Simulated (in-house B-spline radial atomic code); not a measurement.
# Binding energies in the gallium ion Ga⁵⁺

NIST's tabulated ground configuration is [Ar] 3d8; each binding energy is the energy of the ion with one electron taken from that subshell, relaxed, less that of the parent. Computed with a B-spline radial code for spherical atoms: Dirac-Hartree-Fock, average of configuration, Fermi nucleus of rms radius 3.9973 fm. Energies include first-order Breit, QED and recoil terms.

```
subshell  X-ray name  binding energy (eV)  -ε (eV)  relaxation (eV)
      1s           K              10471.7  10535.6             43.7
      2s          L1               1410.2   1431.3             19.4
   2p1/2          L2               1248.7   1271.7             21.4
   2p3/2          L3               1221.6   1243.7             21.1
      3s          M1                259.5    263.4              3.7
   3p1/2          M2                205.4    209.2              3.6
   3p3/2          M3                201.6    205.2              3.5
      3d        M4,5                  113    116.3              3.3
```

Relaxation = -ε minus the binding energy without Breit, QED and recoil terms.

Emission lines follow as differences of binding energies, with λ = 12398.42 eV·Å / E:

```
 line       holes  energy (eV)  wavelength (Å)
 K-L3  1s → 2p3/2       9250.1          1.3404
 K-L2  1s → 2p1/2       9223.0          1.3443
 K-M3  1s → 3p3/2      10270.1          1.2072
L1-M3  2s → 3p3/2       1208.6          10.258
L3-M1  2p3/2 → 3s        962.1          12.887
```

(1) What screening constant σ does Moseley's law, E = (3/4)·13.6057 eV·(Z - σ)², need for K-L3?

(2) What does it cost to remove two 3s electrons?

(3) What does it cost to remove both a 1s and a 3p1/2 electron?

(4) What does it cost to remove both a 2p3/2 and a 2p1/2 electron?

## Answers

(1) σ = 0.89.

(2) 550.75 eV, which is 31.79 eV more than the two single binding energies together.

(3) 10716 eV, which is 39.36 eV more than the two single binding energies together.

(4) 2554.7 eV, which is 84.45 eV more than the two single binding energies together.
